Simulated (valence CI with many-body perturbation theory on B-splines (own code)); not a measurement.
**Energy levels of Hf⁺**

Computed by valence CI with perturbative core correlation (CI+MBPT): three valence electrons over a frozen Dirac-Fock core [Xe] 4f14, radial functions for each j: 7 s, 7 p, 8 d, 6 f, 4 g, 1 h, with the one-electron correlation potential Σ1 (screened to all orders), the two-electron term Σ2, the three-electron term Σ3, Breit, model QED; selected single and double excitations, second order for the rest, scaled by the run's own slope (own B-spline code, finite nucleus).

Set against measurement, 15 paired levels are off by 694 cm⁻¹ on average, the worst by 1298. These come from a selection out of the NIST Handbook of Basic Atomic Spectroscopic Data. Levels without a partner in it may be off by more, other configurations by 1,000 to 4,000 cm⁻¹. 3 measured levels below the end of the list, from 34942 cm⁻¹ on, found no clear computed partner.

Levels 136 to 180 of 234, with energies above the lowest level, 5d 6s2 2D_3/2. "Leading %" is the weight of the configuration and term that name the level; weights of strongly mixed levels are sums over their largest components and can fall short. In the jj column 3d3/2^4 stands for four electrons in 3d with j = 3/2. Lifetimes count E1, E2, E3, M1 and M2 decay at the calculated energies, and are blank where another channel may lead or the interval is too uncertain; long ones can be off by a factor of two.

```tsv
No.	Configuration	Term	J	E (cm⁻¹)	Leading %	g	Leading jj	Lifetime
136	5d 6s 6d	2D	3/2	76130	26	1.033	5d3/2 6s 6d3/2 (48 %)	3.25 ns
137	5d 6s 6d	2G	7/2	76158	20	0.966	5d3/2 6p1/2 6p3/2 (18 %)	3.18 ns
138	5d 6s 6d	4G	5/2	76312	21	0.925	5d3/2 6s 6d3/2 (25 %)	1.62 ns
139	5d2 6d	4D	3/2	76476	30	1.092	5d3/2 6p1/2 6p3/2 (26 %)	1.71 ns
140	5d 6s 6d	2P	1/2	76649	32	0.921	5d3/2 6s 6d3/2 (41 %)	2.21 ns
141	5d 6s 6d	4G	7/2	77046	33	0.957	5d3/2 5d5/2 6d3/2 (41 %)	1.59 ns
142	5d 6s 6d	4G	5/2	77121	46	0.870	5d3/2 6s 6d3/2 (50 %)	1.49 ns
143	5d2 6d	4P	3/2	77279	27	1.429	5d3/2 5d5/2 6d3/2 (18 %)	2.03 ns
144	5d2 6d	4P	1/2	77299	22	1.304	5d3/2 6p1/2 6p3/2 (21 %)	1.68 ns
145	5d 6s 6d	2F	7/2	77557	30	1.175	5d3/2 6s 6d5/2 (45 %)	1.98 ns
146	5d 6s 6d	4D	5/2	77577	35	1.199	5d3/2 6s 6d5/2 (36 %)	1.88 ns
147	5d2 7p	4G°	5/2	77735	52	0.723	5d3/2^2 7p1/2 (82 %)	22.5 ns
148	5d 6s 6d	4D	1/2	77914	45	0.820	5d3/2 6s 6d5/2 (18 %)	1.58 ns
149	5d2 6d	4G	9/2	78034	33	1.104	5d3/2 5d5/2 6d3/2 (39 %)	2.06 ns
150	5d 6s 6d	4D	3/2	78155	39	1.212	5d3/2 6s 6d5/2 (35 %)	1.84 ns
151	5d2 6d	4D	1/2	78329	40	0.735	5d3/2 5d5/2 6d5/2 (57 %)	2.30 ns
152	5d 6s 6d	4F	3/2	78341	25	0.769	5d3/2 6s 6d3/2 (36 %)	1.66 ns
153	5d 6s 6d	2D	5/2	78355	19	1.065	5d3/2 6s 6d5/2 (26 %)	2.24 ns
154	5d2 7p	4F°	3/2	78483	39	0.713	5d3/2^2 7p1/2 (75 %)	22.7 ns
155	5d 6s 6d	4G	7/2	78490	34	1.073	5d3/2 6s 6d5/2 (44 %)	1.71 ns
156	5d 6s 6d	4F	5/2	78543	16	1.129	5d3/2 5d5/2 6d5/2 (42 %)	1.98 ns
157	5d2 6d	4H	11/2	78547	69	1.159	5d3/2 5d5/2 6d5/2 (90 %)	2.26 ns
158	5d2 6d	4G	9/2	78678	28	1.144	5d3/2 5d5/2 6d5/2 (53 %)	2.01 ns
159	5d 6s 6d	4F	3/2	78777	17	1.088	5d3/2 6s 6d3/2 (23 %)	1.99 ns
160	5d 6p2	4F	7/2	78884	34	1.155	5d3/2 5d5/2 6d5/2 (41 %)	2.09 ns
161	5d2 7s	4P	1/2	78919	47	1.802	5d3/2^2 7s (20 %)	2.26 ns
162	5d 6s 6d	4F	3/2	78931	16	0.898	5d3/2^2 6d3/2 (16 %)	2.72 ns
163	5d 6p2	2F	7/2	79091	14	1.157	5d5/2 6s 6d5/2 (17 %)	2.57 ns
164	5d2 6d	2H	9/2	79311	34	1.053	5d3/2 5d5/2 6d3/2 (34 %)	2.41 ns
165	5d2 7s	4P	3/2	79365	22	1.347	5d3/2 5d5/2 6d5/2 (23 %)	2.69 ns
166	5d2 7s	4P	5/2	79370	17	1.367	5d3/2 5d5/2 6d3/2 (18 %)	2.20 ns
167	5d2 7p	4F°	5/2	79695	34	0.948	5d3/2^2 7p3/2 (75 %)	16.4 ns
168	5d2 6d	2H	9/2	79715	31	1.075	5d5/2 6p1/2 6p3/2 (21 %)	3.21 ns
169	5d2 7p	4F°	3/2	79717	37	0.804	5d3/2^2 7p3/2 (80 %)	12.4 ns
170	5d 6s 6d	2D	5/2	79764	25	1.243	5d5/2 6s 6d5/2 (22 %)	2.19 ns
171	5d2 7p	4G°	7/2	79778	52	1.008	5d3/2^2 7p3/2 (74 %)	16.3 ns
172	5d 6p2	4D	1/2	79851	26	1.223	5d3/2 6p1/2 6p3/2 (21 %)	1.47 ns
173	5d2 6d	4D	7/2	79860	23	1.194	5d3/2 5d5/2 6d5/2 (32 %)	2.04 ns
174	5d2 7p	4D°	1/2	79924	67	0.174	5d3/2^2 7p3/2 (81 %)	8.54 ns
175	5d2 6d	4F	3/2	80076	20	0.841	5d3/2 5d5/2 6d3/2 (22 %)	1.63 ns
176	5d2 6d	4G	11/2	80191	52	1.235	5d5/2^2 6d5/2 (26 %)	2.06 ns
177	5d 6s 6d	4F	5/2	80239	21	1.072	5d3/2 6s 6d3/2 (20 %)	1.39 ns
178	5d2 7s	4P	3/2	80277	42	1.537	5d3/2 5d5/2 7s (40 %)	2.11 ns
179	5d 6p2	4D	1/2	80338	19	1.182	5d3/2 6p1/2 6p3/2 (15 %)	1.70 ns
180	5d 6s 6d	4D	7/2	80427	24	1.141	5d5/2 6s 6d5/2 (35 %)	1.81 ns
```

Names give the largest LS component (configuration and term), which can be under half, so a name can repeat, a term be missing and a line seem to break the LS rules; names also repeat where a configuration has a term twice.

Where two levels of one J and parity lie close, their mixing, g and order are uncertain.
